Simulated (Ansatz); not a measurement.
Cost and result up the ladder for MgI₂ (3 atoms). Charge 0, multiplicity 1. Geometry: r2SCAN-D4/def2-TZVP.

| atom | x (Å) | y (Å) | z (Å) |
| --- | --- | --- | --- |
| Mg1 | -1.712 | 1.493 | 1.569 |
| I2 | 1.779 | -1.551 | -1.631 |
| I3 | -0.066 | 0.058 | 0.062 |

Ansatz on 4 threads of Arm Neoverse V1 on a shared host. Times are rough, and most runs start from the orbitals of an earlier one. No level here is sound enough to serve as a yardstick. Binding counts from free atoms at the same level (Mg singlet, I doublet; other spins of the atoms weren't run), without zero-point energy or a counterpoise term.

In the def2 sets I takes a core potential; there is no spin–orbit coupling. B3LYP takes the VWN-RPA correlation. Correlated methods freeze 9 core orbitals; core or outer-core shells of Mg, I are correlated, in sets that lack core-valence functions. In the singlet, I2 and I3 lie 2.98 Å apart (atoms count from 1), so these atoms are partly bonded to each other. Another isomer (singlet) lies 3.11 eV lower at PBE0-D4/def2-TZVP; other spin states weren't run for this one.

Correlated methods converge slowly with the basis.

| level | functions | wall time | binding energy per atom (eV) | remarks |
| --- | --- | --- | --- | --- |
| PBE-D4/def2-TZVP (with forces) | 132 | 1.1 s | 1.09 | restricted SCF unstable in HF |
| PBE0-D4/def2-TZVP | 132 | 1.2 s | 0.95 | restricted SCF unstable in HF |
| B3LYP-D4/def2-TZVP | 132 | 1.2 s | 0.91 | restricted SCF unstable in HF |
| r2SCAN-D4/def2-TZVP | 132 | 2 s | 1.01 | restricted SCF unstable in HF |
| ωB97X-V/def2-TZVP | 132 | 3.4 s | 0.72 | restricted SCF unstable in HF |
| CCSD(T)/def2-TZVPP | 132 | 13 s | 0.82 | flagged by the program, restricted SCF unstable |
